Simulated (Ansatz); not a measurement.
The cluster TaSi3⁻. Total charge -1; quintet. Geometry PBE-D4/def2-SVPD; atoms count from 1.

| atom | x (Å) | y (Å) | z (Å) |
| --- | --- | --- | --- |
| Ta1 | -2.0091 | -0.6349 | 0.5224 |
| Si2 | 0.1365 | -0.8864 | -0.7858 |
| Si3 | 1.9028 | 0.6058 | -0.5001 |
| Si4 | -0.0302 | 0.9155 | 0.7634 |

In the def2 sets Ta takes a core potential; there is no spin–orbit coupling. At PBE0-D4/def2-TZVPD a triplet of charge -1 lies 0.59 eV below the quintet, each at its own geometry. The structure comes from a short search, and lower isomers may exist.

**Question.** Estimate the Mulliken populations from the PBE0/def2-TZVPD orbitals of Ansatz.

**Answer.** 
```json
{"atom": "Ta1", "charge (e)": "-0.34", "spin (α − β)": "3.84", "d electrons": "3.77"}
{"atom": "Si2", "charge (e)": "-0.19", "spin (α − β)": "-0.10", "d electrons": "–"}
{"atom": "Si3", "charge (e)": "-0.28", "spin (α − β)": "0.36", "d electrons": "–"}
{"atom": "Si4", "charge (e)": "-0.19", "spin (α − β)": "-0.10", "d electrons": "–"}
```
Mulliken values and Mayer orders depend strongly on the basis. With diffuse functions, as here, like atoms can get unlike values, and bond orders can come out too low or too high.

**Question.** Where does the spin sit?

**Answer.** Summed by element: Ta 3.84, Si 0.16, of 4 unpaired in all. Largest on single atoms: Ta1 3.84, Si3 0.36, Si2 -0.10.

**Question.** And the Mayer bond orders between bonded heavy atoms (over 0.3)?

**Answer.** Ta1–Si2 1.19 (2.53 Å); Ta1–Si4 1.19 (2.53 Å); Si2–Si3 1.03 (2.33 Å); Si2–Si4 0.94 (2.38 Å); Si3–Si4 1.03 (2.33 Å). Values over 0.3 also appear between atoms too far apart for a bond (Ta1–Si3 0.47 at 4.23 Å); they arise where an orbital or an unpaired electron spreads over both atoms.
